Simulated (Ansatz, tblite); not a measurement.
Forces on (LiBr)2 ring (Li2Br2) at its r2SCAN-D4/def2-TZVP geometry. Total charge 0; singlet.

The xTB rows come from tblite.

GFN1-xTB (tblite), largest force 0.31 eV/Å:

```xyz
4
positions Å, forces eV/Å
Li   -0.276   -1.263   -0.384    0.064    0.293    0.089
Br   -1.822    0.518   -0.391   -0.027    0.007   -0.005
Li    0.276    1.262    0.385   -0.064   -0.293   -0.090
Br    1.823   -0.518    0.390    0.026   -0.008    0.006
```

GFN2-xTB (tblite), largest force 0.34 eV/Å:

```
Li -0.069 -0.314 -0.096
Br -0.175 0.050 -0.037
Li 0.069 0.314 0.095
Br 0.175 -0.050 0.038
```

PBE-D4/def2-TZVP (Ansatz), largest force 0.03 eV/Å:

```
Li 0.005 0.023 0.006
Br -0.032 0.009 -0.006
Li -0.005 -0.022 -0.007
Br 0.031 -0.009 0.007
```
